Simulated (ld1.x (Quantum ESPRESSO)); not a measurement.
**Which change was made? (Ge, PAW)**

germanium, PAW, made with ld1.x (Quantum ESPRESSO) 7.5 (LDA (PZ), scalar-relativistic). Core [Ar], reference 3d10 4s2 4p2. Waves: 4s (bound): rcut 1.40, rcutus 1.75 bohr; 4s channel at 1.5 Ry: rcut 1.40, rcutus 1.75 bohr; 4p (bound): rcut 1.50, rcutus 2.00 bohr; 4p channel at 2.05 Ry: rcut 1.50, rcutus 2.00 bohr; 3d (bound): rcut 1.00, rcutus 1.35 bohr; 3d channel at 0.8 Ry: rcut 1.00, rcutus 1.35 bohr. Local part: all-electron potential smoothed inside 1.45 bohr (lloc = -1). Core correction: Bessel-smoothed model core inside 1.10 bohr. Augmentation charge: PSQ, inside the norm-conserving radii.

Cutoffs, loose and tight: the cutoffs (Ry, on a coarse ladder) from which the occupation-weighted sum of valence levels, in a spherical-Bessel basis at the reference potential, stays within 10 and 1 mRy of its value at 400 Ry. They do not see the model core or the augmentation charge, which bear on the density cutoff. Test errors are all-electron minus pseudo excitation energies from the reference, over the configurations 3d10 4s2 4p1; 3d10 4s2 4p0; 3d10 4s1 4p0; 3d10 4s1 4p2; 3d10 4s2 4p2.3; 3d10 4s0 4p4; 3d10 4s0 4p0 (two spin-polarised tests are not counted in the largest error); variants that change the core or the reference have their own tests. The largest error is taken over the tests solved by every variant that gives reliable tests at all, those not shown here included: 3d10 4s0 4p4; 3d10 4s1 4p0; 3d10 4s1 4p2; 3d10 4s2 4p0; 3d10 4s2 4p1; 3d10 4s2 4p2.3.

The base gives: outcome: generated; cutoff, loose: 60 Ry; cutoff, tight: 110 Ry; bound ghosts: none; largest test error (meV): -12.

Q: After one change the result is: outcome: generated; cutoff, loose: 140 Ry; cutoff, tight: 200 Ry; bound ghosts: none; largest test error (meV): -18. Which change was it?
A. waves 3d (bound): rcut 1.00, rcutus 1.70 bohr; 3d channel at 0.8 Ry: rcut 1.00, rcutus 1.70 bohr
B. core [Ne] 3s2, valence charge 20; reference 3p6 3d10 4s1.75 4p2.25; waves now 4s (bound): rcut 1.45, rcutus 2.00 bohr; 4s channel at 1.5 Ry: rcut 1.45, rcutus 2.00 bohr; 3p (bound): rcut 0.90, rcutus 1.00 bohr; 4p (bound): rcut 0.90, rcutus 1.00 bohr; 3d (bound): rcut 0.95, rcutus 1.05 bohr; 3d channel at 0.8 Ry: rcut 0.95, rcutus 1.05 bohr; local potential all-electron potential smoothed inside 1.00 bohr (lloc = -2); core correction a·sin(br)/r model core inside 0.55 bohr
C. type RRKJ; waves now 4p (bound): rc 2.00 bohr; 3d (bound): rc 1.35 bohr; 4s (bound): rc 1.75 bohr; local potential the s channel; rho0 0.02

A: C. The others give: core [Ne] 3s2, valence charge 20; reference 3p6 3d10 4s1.75 4p2.25; waves now 4s (bound): rcut 1.45, rcutus 2.00 bohr; 4s channel at 1.5 Ry: rcut 1.45, rcutus 2.00 bohr; 3p (bound): rcut 0.90, rcutus 1.00 bohr; 4p (bound): rcut 0.90, rcutus 1.00 bohr; 3d (bound): rcut 0.95, rcutus 1.05 bohr; 3d channel at 0.8 Ry: rcut 0.95, rcutus 1.05 bohr; local potential all-electron potential smoothed inside 1.00 bohr (lloc = -2); core correction a·sin(br)/r model core inside 0.55 bohr → outcome: generated; cutoff, loose: 140 Ry; cutoff, tight: 230 Ry; bound ghosts: none; largest test error (meV): +488 | waves 3d (bound): rcut 1.00, rcutus 1.70 bohr; 3d channel at 0.8 Ry: rcut 1.00, rcutus 1.70 bohr → outcome: generated; cutoff, loose: 40 Ry; cutoff, tight: 60 Ry; bound ghosts: none; largest test error (meV): -14.
